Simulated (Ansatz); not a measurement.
Total energies of Al2Cu6 from Ansatz at PBE0-D4/def2-SVP, gas phase (1 Eh = 27.2114 eV = 2625.5 kJ/mol). The reference geometry is relaxed at r2SCAN-D4/def2-SVP.

Cartesian coordinates in Å:
```
Al -0.720 -0.441 -1.222
Al -0.374 1.904 0.708
Cu -1.241 -2.245 0.210
Cu 1.401 0.556 -0.593
Cu 1.510 2.859 -0.239
Cu -1.884 0.022 0.821
Cu 0.986 -1.977 -0.781
Cu 0.322 -0.678 1.097
```

| state | geometry | energy (Eh) |
| --- | --- | --- |
| charge 0 singlet | reference | -10324.91557 |
| charge 1 doublet | reference | -10324.70543 |
| charge -1 doublet | reference | -10324.95647 |
| charge 0 triplet | relaxed at r2SCAN-D4/def2-SVP | -10324.89829 |
| charge 0 quintet | relaxed at r2SCAN-D4/def2-SVP | -10324.87701 |
| free Al atom (doublet) | – | -242.16443 |
| free Cu atom (doublet) | – | -1639.98898 |

**Question.** Work out the vertical ionisation energy to the doublet.

**Answer.** E(charge 1 doublet) − E(charge 0 singlet) = -10324.70543 − (-10324.91557) = 0.21014 Eh = 5.72 eV. For comparison, −ε of the highest occupied level is 4.37 eV at this level, 1.35 eV less.

**Question.** Work out the vertical electron affinity, to the doublet.

**Answer.** E(charge 0 singlet) − E(charge -1 doublet) = -10324.91557 − (-10324.95647) = 0.04090 Eh = 1.11 eV. The basis lacks diffuse functions, which makes affinities too small.

**Question.** Give the fundamental gap IE − EA, the Mulliken electronegativity (IE + EA)/2 and the hardness (IE − EA)/2.

**Answer.** From the values in Eh: IE − EA = 0.21014 − 0.04090 = 0.16924 Eh = 4.61 eV; (IE + EA)/2 = 3.42 eV; (IE − EA)/2 = 2.30 eV. The HOMO–LUMO gap of the same run is 2.09 eV, 2.52 eV smaller than the fundamental gap.

**Question.** Which of the charge 0 states is lowest, and how far above it are the others?

**Answer.** The singlet. triplet: -10324.89829 − (-10324.91557) = 0.01728 Eh = 45.4 kJ/mol; quintet: -10324.87701 − (-10324.91557) = 0.03856 Eh = 101.2 kJ/mol. The quintet differs in its bonds from the reference.

**Question.** What is the binding energy per atom against free atoms?

**Answer.** Atoms: 2 × (-242.16443) + 6 × (-1639.98898) = -10324.26274 Eh. Binding: -10324.26274 − (-10324.91557) = 0.65283 Eh = 17.76 eV, or 2.22 eV for each of 8 atoms (no zero-point energy, no counterpoise term).

The restricted singlet is unstable towards broken spin symmetry in Hartree–Fock (as tested in another run); at PBE0-D4/def2-SVP this wasn't settled. At PBE0-D4/def2-SVP the highest occupied level of the charge -1 doublet lies above zero (up to 0.07 eV). By energy differences its removal costs 1.11 eV (vertical, to the charge 0 singlet, at PBE0-D4/def2-SVP); self-interaction error and the lack of diffuse functions both raise the level.  

The structure comes from a short search, and lower isomers may exist.
